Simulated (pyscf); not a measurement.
PySCF, gas phase, ωB97X-D3(BJ)/def2-SVP geometries. MP2 and CC: frozen core, UHF for open shells. ΔMP2 is the change of the MP2 total energy from the triple- to the quadruple-zeta basis.

SMILES: BBO
```xyz
7

B      0.5295     1.6220    -1.1153
B     -0.0740     0.5082     0.0092
O     -0.5634    -0.7025    -0.3753
H     -0.1741     2.4733    -1.6154
H      1.7021     1.6523    -1.4217
H     -0.0737     0.7905     1.2003
H     -0.8730    -1.2353     0.3655
```

Task: What is the homolytic dissociation enthalpy (298 K, CCSD(T)/def2-TZVPP + ΔMP2(QZVPP)) of the B–B bond of H₂B–BH–OH (SMILES BBO), to BH₂• + [HB–OH]•?

Result: B–B to BH₂• + [HB–OH]•: 99.4 kcal/mol. The radicals are drawn with the spin at the cut bond; how far it spreads was not checked. H₂B–BH–OH lies 33.5 kcal/mol over its isomer H₂B–O–BH₂, and others may lie lower still (electronic energy, ωB97M-D3(BJ)). [HB–OH]• lies 5.8 kcal/mol over its isomer H₂B–O•, and others may lie lower still (electronic energy, ωB97M-D3(BJ)). The CCSD(T) − MP2 part came from Ansatz, without density fitting, on the same reference.
